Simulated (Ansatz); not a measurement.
Input for Ansatz (a program for electronic structure): U-SVWN5/def2-TZVPPD on HOS (SMILES O[S]). The basis file is the Basis Set Exchange's JSON of that set.

Ansatz 0.2 input:
```yaml
crystal:
  periodic: [false, false, false]
  atoms:
    - {symbol: O, position_ang: [-0.29048904, -0.08719666, -0.44295937]}
    - {symbol: S, position_ang: [-0.29746658, -0.08929032, 1.19695695]}
    - {symbol: H, position_ang: [0.58795563, 0.17638697, -0.75389758]}
basis:
  gaussian:
    orbitals: def2-TZVPPD.json
hamiltonian:
  xc: {name: SVWN5}
magnetization: {spin_polarized: true, initial_magnetization: 1}
```

It printed:

```
WARN ansatz: RAYON_NUM_THREADS=1 ignored (pool sized by the plan → 1); use --threads N
Functional definition: SVWN5
integrals: 0.02 GiB planned
561 factors; their error is unknown
mean field: 0.29 GiB planned
mean field evaluation 1: about -12842.2706 eV, gradient 3.7e1 eV
mean field evaluation 2: about -12803.8160 eV, gradient 9.9e1 eV
mean field evaluation 4: about -12846.5134 eV, gradient 5.0e0 eV
mean field evaluation 8: about -12846.6105 eV, gradient 1.4e-1 eV
mean field evaluation 16: about -12846.6105 eV, gradient 1.1e-5 eV
mean field evaluation 32: about -12846.1615 eV, gradient 5.4e0 eV
mean field -12846.61054259 eV, -472.1042296948 hartree, gradient 1.1e-5 eV, S^2 0.751490; 4 other end points of the search recorded, 0 dependent functions left out
reference -12846.61059435 eV, -472.1042315970 hartree; 13, 12 occupied and 95, 96 virtual orbitals, 561 factors
Total energy: -12846.61059435 eV, -472.1042315970 hartree
```

Self-consistency was reached.

Cost: about 1.8 core-seconds (a rough figure).
